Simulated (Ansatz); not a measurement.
`[CH3][Ge]([F])([F])[Cl]` and `[CH3][Ge]([F])([F])[Br]` differ in one atom or group.

Ansatz, PBE0-D4/def2-TZVP geometries, multiplicity 1. 

Scalar relativity is left out up to krypton. Spin–orbit coupling is left out; it splits and shifts lone-pair levels of the heavy atoms by tenths of an eV.

| property | `[CH3][Ge]([F])([F])[Cl]` |
| --- | --- |
| HOMO energy (PBE0/def2-TZVPP) / eV | -9.63 |
| LUMO energy (PBE/def2-TZVPP) / eV | -1.47 |
| ideal-gas entropy at 298 K and 1 bar (rigid rotor, harmonic PBE0-D4/def2-TZVP) / J/(mol·K) | 357 |
| LUMO energy (B3LYP/def2-TZVPP) / eV | -0.77 |
| HOMO energy (B3LYP/def2-TZVPP) / eV | -9.35 |
| HOMO energy (ωB97M-V/def2-TZVPP) / eV | -11.90 |

Q: What does the change do to each property? (An estimate is asked.)

A: The calculation gave: 
| property | `[CH3][Ge]([F])([F])[Br]` | shift |
| --- | --- | --- |
| HOMO energy (PBE0/def2-TZVPP) / eV | -9.00 | 0.63 |
| LUMO energy (PBE/def2-TZVPP) / eV | -1.76 | -0.29 |
| ideal-gas entropy at 298 K and 1 bar (rigid rotor, harmonic PBE0-D4/def2-TZVP) / J/(mol·K) | 369 | 12 |
| LUMO energy (B3LYP/def2-TZVPP) / eV | -1.10 | -0.33 |
| HOMO energy (B3LYP/def2-TZVPP) / eV | -8.72 | 0.63 |
| HOMO energy (ωB97M-V/def2-TZVPP) / eV | -11.23 | 0.67 |

With PBE0 the HOMO rises by 0.63 eV and the LUMO falls by 0.36 eV, so the gap narrows by about 0.99 eV. PBE moves the HOMO by 0.52 eV and ωB97M-V by 0.67 eV.

B3LYP here is the variant with VWN-RPA as its local correlation; programs differ in this.
